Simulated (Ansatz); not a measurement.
Born–Oppenheimer molecular dynamics of AlClH$_{5}$NO (9 atoms, charge 0, multiplicity 1). It starts at the highest image of a converged band. Of that band: The profile has 2 maxima (images 2, 4) with wells between them (image 3): this band takes more than one step, which may be the mechanism or a detour left from its start path. A vibrational analysis at the climbing image gives one clearly imaginary mode, 1112i cm⁻¹: a first-order saddle point.

Computed with RKS PBE/6-31G* (Ansatz 0.2.0).

```yaml
ensemble: NVE (velocity Verlet)
time_step: 0.5 fs
steps_asked: 200
starting_velocities_drawn_for: 300 K
seed: 8500
```

First frame:

```xyz
9
Properties=species:S:1:pos:R:3
Al -0.130 0.286 0.076
H -0.306 -0.033 1.821
Cl 1.763 -0.463 -0.558
N -1.543 0.064 -0.985
H -1.564 -0.609 -1.749
H -2.482 0.402 -0.777
O 0.042 1.957 0.924
H 0.948 2.336 0.929
H -0.072 1.027 1.752
```

(1) How far do the bonds stretch over the last three quarters of this one trajectory? (Pairs bonded in most of those frames.)

## Answers

(1) 
```
   bond  mean (Å)  spread (Å)  shortest  longest
 Al1–H2     1.600       0.040      1.54     1.67
Al1–Cl3     2.198       0.108      2.03     2.34
 Al1–N4     1.809       0.035      1.75     1.86
 Al1–O7     2.230       0.118      1.96     2.36
  N4–H5     1.024       0.015      1.00     1.05
  N4–H6     1.023       0.019      0.99     1.06
  O7–H8     0.986       0.018      0.95     1.03
  O7–H9     0.986       0.029      0.94     1.03
```

Pairs bonded in part of these frames only: Al1–O7 75 %.

Mean temperature of the second half: 477 K. The conserved energy stayed within 0.11 meV per atom of its start (net change -0.014 meV per atom), so the integration is sound. The kinetic energy rose, since the run started high on the potential surface and went downhill. A run of 0.1 ps of so small a system gives no equilibrium averages. The orbitals stay closed-shell, which can raise the energy where a bond breaks towards radicals; this wasn't checked here.

The run took 9 min on 1 thread of Arm Neoverse V1, on a shared host, peak memory 0.11 GiB.
